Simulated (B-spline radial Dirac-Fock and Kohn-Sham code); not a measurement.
# How the levels of iridium move as electrons are removed

Level of theory: relaxed Dirac-Fock hole states (ΔSCF) with Breit and QED corrections and a finite nucleus; a radial atomic solver. Each ion is free and in its tabulated ground configuration. Correlation energy is missing from these numbers.

Reference: Ir⁵³⁺, [Ar] 3d6, with 1s 79511.1 eV, 2p1/2 16156.7 eV, 3s 6166.9 eV, 3p1/2 5921.3 eV, 3p3/2 5526.7 eV, Kα1 (K-L3) 64979.9 eV, Kβ1 (K-M3) 73984.3 eV, Lℓ (L3-M1) 8364.2 eV. Shifts from it, in eV (a dash: the subshell is empty, belongs to an open shell averaged over j, or its hole state is left out as unreliable):

```tsv
ion	configuration	1s	2p1/2	3s	3p1/2	3p3/2	Kα1	Kβ1	Lℓ
Ir⁵⁴⁺	[Ar] 3d5	+182.2	+177.4	+130.3	+132.8	+128.2	+6.76	+54.03	+45.12
Ir⁵⁵⁺	[Ar] 3d4	?	?	?	?	?	?	?	?
Ir⁵⁶⁺	[Ar] 3d3	+553.9	+538.8	+394.5	+402.3	+388.3	+21.28	+165.62	+138.11
Ir⁵⁷⁺	[Ar] 3d2	+743.4	+722.8	+528.4	+539.0	+520.2	+29.05	+223.18	+185.96
Ir⁵⁸⁺	[Ar] 3d1	+935.3	+908.9	+663.5	+676.9	+653.4	+37.16	+281.92	+234.71
Ir⁵⁹⁺	[Ne] 3s2 3p6	+1129.7	+1097.2	+799.7	+816.2	+787.9	+45.63	+341.84	+284.36
```

Task: Give the missing shifts for Ir⁵⁵⁺.

Result: 1s +366.8, 2p1/2 +357.0, 3s +261.8, 3p1/2 +266.9, 3p3/2 +257.6, Kα1 +13.86, Kβ1 +109.23, Lℓ +91.16 (eV).

Over this range K (1s) moves by +1129.7 eV and Kα1 by +45.6 eV: a line is a difference of two levels that shift in the same direction.

Values without a named source are computed, but for edge energies of neutral atoms, which are taken from tables.
